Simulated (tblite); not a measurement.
Species: C₆H₉NSi₂.
Atom-mapped SMILES: `[CH:1]#[C:2][C:3]1=[CH:4][Si@@H:5]([NH:6][SiH3:7])[CH:8]=[CH:9]1` (hydrogens: H10 on C1; H11 on C4; H12 on Si5; H13 on N6; H14, H15, H16 on Si7; H17 on C8; H18 on C9)

The geometry is computed with GFN2-xTB (gas phase).

Entries marked ? are missing. Bonds in one row agree within 0.01 Å.

| coordinate | value |
| --- | --- |
| C1≡C2 | 1.202 Å |
| C2–C3 | 1.411 Å |
| C3=C4 | 1.348 Å |
| C4–Si5 | 1.886 Å |
| Si5–N6 | ? |
| N6–Si7 | 1.732 Å |
| Si5–C8 | ? |
| C8=C9 | 1.333 Å |
| C3–C9 | ? |
| C1–H10 | 1.049 Å |
| C4–H11 | 1.078 Å |
| Si5–H12 | 1.463 Å |
| N6–H13 | 1.007 Å |
| Si7–H14, Si7–H15, Si7–H16 | 1.464 Å |
| C8–H17 | 1.077 Å |
| C9–H18 | 1.082 Å |
| C1–C2–C3 | 179.9° |
| C2–C3–C4 | 124.4° |
| C2–C3–C9 | ? |
| C4–C3–C9 | ? |
| C3–C4–Si5 | 109.0° |
| C4–Si5–N6 | 118.0° |
| C4–Si5–C8 | 89.2° |
| N6–Si5–C8 | 112.3° |
| Si5–N6–Si7 | 127.2° |
| Si5–C8–C9 | ? |
| C3–C9–C8 | 116.1° |

Q: Fill in the missing values.

A: 
- Si5–N6 = 1.731 Å, drawn single (SiH silicon to nitrogen bridging silicon atoms); 0.09 Å below the sum of covalent radii, 1.82 Å.
- Si5–C8 = 1.888 Å, drawn single (SiH silicon to alkene CH carbon); 0.05 Å above the sum of covalent radii, 1.84 Å.
- C3–C9 = 1.469 Å, drawn single (fully substituted alkene carbon to alkene CH carbon); 0.01 Å above the sum of covalent radii, 1.46 Å.
- C2–C3–C9 = 119.5°, at the fully substituted alkene carbon; the outer atoms are 2.488 Å apart.
- C4–C3–C9 = 116.1°, at the fully substituted alkene carbon, inside a 5-membered ring; the outer atoms are 2.391 Å apart.
- Si5–C8–C9 = 109.5°, at the alkene CH carbon, inside a 5-membered ring; the outer atoms are 2.650 Å apart.

Radii are Cordero's, carbon taken as 0.76, 0.73 or 0.69 Å for four, three, and two or fewer neighbours.

Its GFN2-xTB frequencies are all real (lowest 29 cm⁻¹). The numbers are those of one conformer (C4–Si5–N6–Si7 -83°).
